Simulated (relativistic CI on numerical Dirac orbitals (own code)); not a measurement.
# Electric-dipole transitions in Tm48+

Method of calculation: Dirac-Coulomb-Breit CI, orbitals from a KLI potential per configuration, QED by a radiative potential, unscaled Slater integrals (own radial code, finite nucleus).

CI space (outside the closed core [Ne]): 3s²3p⁶3d³, 3s²3p⁵3d⁴, 3s3p⁶3d⁴, 3s²3p⁶3d²4s, 3s²3p⁶3d²4p, 3s²3p⁶3d²4d, 3s²3p⁵3d³4s, 3s²3p⁶3d²4f, 3s²3p⁵3d³4p, 3s3p⁶3d³4s, 3p⁶3d⁴4p, 3s3p⁶3d³4p, 3s²3p⁶3d4s4p, 3s²3p⁶3d²5s, 3s3p⁶3d³4d, 3s²3p⁶3d²5p, 3s²3p⁶3d4p4d, 3s²3p⁶3d²5f, 3s3p⁶3d²4s4p, 3p⁶3d⁵, 3p⁵3d⁶, 3p⁵3d⁵4s, 3p⁶3d⁴4s, 3p⁵3d⁴4s², 3s²3p⁶3d4s², 3s²3p⁶4s²4p, 3s²3p⁶4s²4d, 3s²3p⁶3d4p², 3s²3p⁶4s4p², 3s²3p⁶4p³, 3s²3p⁶4p²4d, 3s²3p⁵3d4s4p². Double excitations out of closed p, d and f shells are left out; levels of such configurations are missing from the list, as are those of other unlisted configurations, and high levels can miss mixing partners. These lack a partner that the ground configuration has and come out too high: 3s²3p⁵3d³4p.

| λ vac (Å) | Lower | Upper | A (s⁻¹) | gf | Branching (%) |
| --- | --- | --- | --- | --- | --- |
| 22.399 | 3s²3p⁶3d³ ²G7/2 [4] | 3s²3p⁵3d⁴ ⁴D°5/2 [151] | 1.72e+12 | 7.78e-01 | 40.9 |
| 22.559 | 3s²3p⁶3d³ ²H9/2 [5] | 3s²3p⁵3d⁴ ²F°7/2 [148] | 3.29e+12 | 2.01e+00 | 67.5 |
| 22.721 | 3s²3p⁶3d³ ⁴F9/2 [9] | 3s²3p⁵3d⁴ ⁴D°7/2 [165] | 2.04e+12 | 1.26e+00 | 51.3 |
| 22.817 | 3s²3p⁶3d³ ⁴F9/2 [9] | 3s²3p⁵3d⁴ ²H°11/2 [164] | 7.44e+11 | 6.97e-01 | 18.0 |
| 22.823 | 3s²3p⁶3d³ ⁴F7/2 [8] | 3s²3p⁵3d⁴ ²F°5/2 [160] | 1.91e+12 | 8.95e-01 | 64.8 |
| 22.834 | 3s²3p⁶3d³ ²H11/2 [12] | 3s²3p⁵3d⁴ ²G°9/2 [168] | 3.14e+12 | 2.45e+00 | 97.0 |
| 22.910 | 3s²3p⁶3d³ ²F7/2 [15] | 3s²3p⁵3d⁴ ²D°5/2 [176] | 2.60e+12 | 1.23e+00 | 75.7 |
| 23.062 | 3s²3p⁶3d³ ⁴F3/2 [1] | 3s²3p⁵3d⁴ ⁴D°1/2 [137] | 4.97e+12 | 7.93e-01 | 98.8 |
| 23.083 | 3s²3p⁶3d³ ⁴F9/2 [9] | 3s²3p⁵3d⁴ ⁴F°9/2 [159] | 1.05e+12 | 8.38e-01 | 46.6 |
| 23.084 | 3s²3p⁶3d³ ²F5/2 [14] | 3s²3p⁵3d⁴ ²D°5/2 [171] | 1.84e+12 | 8.81e-01 | 46.9 |
| 23.117 | 3s²3p⁶3d³ ²F7/2 [15] | 3s²3p⁵3d⁴ ²F°7/2 [172] | 2.17e+12 | 1.39e+00 | 65.5 |
| 23.127 | 3s²3p⁶3d³ ²G9/2 [17] | 3s²3p⁵3d⁴ ²F°7/2 [188] | 3.29e+12 | 2.11e+00 | 92.9 |
| 23.147 | 3s²3p⁶3d³ ²D5/2 [13] | 3s²3p⁵3d⁴ ⁴D°7/2 [165] | 1.51e+12 | 9.69e-01 | 38.0 |
| 23.207 | 3s²3p⁶3d³ ²H11/2 [12] | 3s²3p⁵3d⁴ ²H°11/2 [164] | 3.39e+12 | 3.28e+00 | 81.9 |
| 23.230 | 3s²3p⁶3d³ ²G9/2 [17] | 3s²3p⁵3d⁴ ²G°9/2 [187] | 1.96e+12 | 1.59e+00 | 99.1 |
| 23.239 | 3s²3p⁶3d³ ⁴F9/2 [9] | 3s²3p⁵3d⁴ ⁴D°7/2 [158] | 1.23e+12 | 7.94e-01 | 51.4 |
| 23.375 | 3s²3p⁶3d³ ⁴P5/2 [7] | 3s²3p⁵3d⁴ ⁴D°5/2 [151] | 1.73e+12 | 8.51e-01 | 41.0 |
| 23.420 | 3s²3p⁶3d³ ²D5/2 [19] | 3s²3p⁵3d⁴ ²D°5/2 [194] | 2.23e+12 | 1.10e+00 | 98.1 |
| 23.501 | 3s²3p⁶3d³ ²G9/2 [17] | 3s²3p⁵3d⁴ ²H°11/2 [185] | 2.02e+12 | 2.01e+00 | 98.6 |
| 23.509 | 3s²3p⁶3d³ ⁴F5/2 [2] | 3s²3p⁵3d⁴ ⁴F°7/2 [142] | 6.23e+11 | 4.13e-01 | 29.5 |
| 23.860 | 3s²3p⁶3d³ ⁴F5/2 [2] | 3s²3p⁵3d⁴ ⁴D°3/2 [139] | 1.83e+12 | 6.24e-01 | 69.7 |
| 23.931 | 3s²3p⁶3d³ ²G7/2 [4] | 3s²3p⁵3d⁴ ⁴F°7/2 [142] | 1.30e+12 | 8.94e-01 | 61.7 |
| 23.972 | 3s²3p⁶3d³ ²H9/2 [5] | 3s²3p⁵3d⁴ ²H°9/2 [141] | 1.99e+12 | 1.71e+00 | 86.7 |
| 24.012 | 3s²3p⁶3d³ ²G7/2 [4] | 3s²3p⁵3d⁴ ⁴F°5/2 [140] | 9.30e+11 | 4.82e-01 | 43.3 |
| 27.523 | 3s²3p⁵3d⁴ ⁴I°15/2 [47] | 3s3p⁶3d⁴ ⁴H13/2 [215] | 1.60e+12 | 2.54e+00 | 56.5 |
| 27.650 | 3s²3p⁵3d⁴ ⁴H°13/2 [41] | 3s3p⁶3d⁴ ⁴H11/2 [213] | 1.45e+12 | 2.00e+00 | 51.8 |
| 27.650 | 3s²3p⁵3d⁴ ⁴G°11/2 [26] | 3s3p⁶3d⁴ ⁴F9/2 [204] | 1.62e+12 | 1.86e+00 | 56.8 |
| 33.998 | 3s²3p⁶3d³ ⁴F5/2 [2] | 3s²3p⁵3d⁴ ²D°5/2 [77] | 4.18e+11 | 4.34e-01 | 34.9 |
| 34.222 | 3s²3p⁶3d³ ²H11/2 [12] | 3s²3p⁵3d⁴ ²G°9/2 [122] | 1.09e+12 | 1.91e+00 | 91.0 |
| 34.287 | 3s²3p⁶3d³ ⁴F3/2 [1] | 3s²3p⁵3d⁴ ²D°3/2 [42] | 1.25e+12 | 8.83e-01 | 99.6 |
| 34.289 | 3s²3p⁶3d³ ⁴P5/2 [7] | 3s²3p⁵3d⁴ ²P°3/2 [100] | 1.04e+12 | 7.35e-01 | 91.8 |
| 34.291 | 3s²3p⁶3d³ ⁴F5/2 [2] | 3s²3p⁵3d⁴ ⁴F°5/2 [74] | 4.86e+11 | 5.14e-01 | 48.2 |
| 34.345 | 3s²3p⁶3d³ ²G9/2 [17] | 3s²3p⁵3d⁴ ²F°7/2 [133] | 1.04e+12 | 1.47e+00 | 84.0 |
| 34.683 | 3s²3p⁶3d³ ⁴F5/2 [2] | 3s²3p⁵3d⁴ ⁴D°3/2 [70] | 7.00e+11 | 5.05e-01 | 73.0 |
| 34.711 | 3s²3p⁶3d³ ⁴F9/2 [9] | 3s²3p⁵3d⁴ ²G°7/2 [114] | 6.05e+11 | 8.74e-01 | 71.4 |
| 34.718 | 3s²3p⁶3d³ ²H9/2 [5] | 3s²3p⁵3d⁴ ²F°7/2 [82] | 4.34e+11 | 6.27e-01 | 90.4 |
| 34.882 | 3s²3p⁶3d³ ²H9/2 [5] | 3s²3p⁵3d⁴ ²H°9/2 [78] | 9.86e+11 | 1.80e+00 | 82.9 |
| 34.991 | 3s²3p⁶3d³ ²G7/2 [4] | 3s²3p⁵3d⁴ ⁴G°7/2 [75] | 9.54e+11 | 1.40e+00 | 83.0 |
| 35.083 | 3s²3p⁶3d³ ⁴P5/2 [7] | 3s²3p⁵3d⁴ ⁴D°5/2 [97] | 7.02e+11 | 7.77e-01 | 64.1 |
| 35.237 | 3s²3p⁶3d³ ⁴F3/2 [1] | 3s²3p⁵3d⁴ ⁴G°5/2 [36] | 1.00e+12 | 1.12e+00 | 99.6 |
| 35.346 | 3s²3p⁶3d³ ⁴F9/2 [9] | 3s²3p⁵3d⁴ ²H°9/2 [109] | 7.95e+11 | 1.49e+00 | 82.9 |
| 35.769 | 3s²3p⁶3d³ ²H11/2 [12] | 3s²3p⁵3d⁴ ²H°11/2 [113] | 7.64e+11 | 1.76e+00 | 86.6 |
| 36.205 | 3s²3p⁶3d³ ²H9/2 [5] | 3s²3p⁵3d⁴ ²H°11/2 [67] | 3.31e+11 | 7.81e-01 | 99.5 |
| 36.555 | 3s²3p⁶3d³ ⁴F5/2 [2] | 3s²3p⁵3d⁴ ⁴G°7/2 [58] | 3.17e+11 | 5.08e-01 | 90.6 |
| 36.640 | 3s²3p⁶3d³ ²G9/2 [17] | 3s²3p⁵3d⁴ ⁴F°9/2 [131] | 5.86e+11 | 1.18e+00 | 91.5 |

Terms are leading LS components. Brackets give the number of a level in order of energy, since labels repeat. The list gives strong lines, with weight on those to low levels, without lines whose two gauges differ by over a factor of 2.5, among the lowest 400 of 3779 levels, so that lines to higher ones, which can be the strongest, are missing. Levels whose partners in the same complex of configurations lie outside the list can be far off, and so can their lines. Rates are taken at the computed energies, electric ones in the length gauge.

At this charge energies of transitions that change n are usually good to better than 1 %, and those within a shell (Δn = 0) to a few per cent.

LS names give the leading component of a level, which can be under half, so a name can repeat, a term be missing and a line seem to break the LS rules.
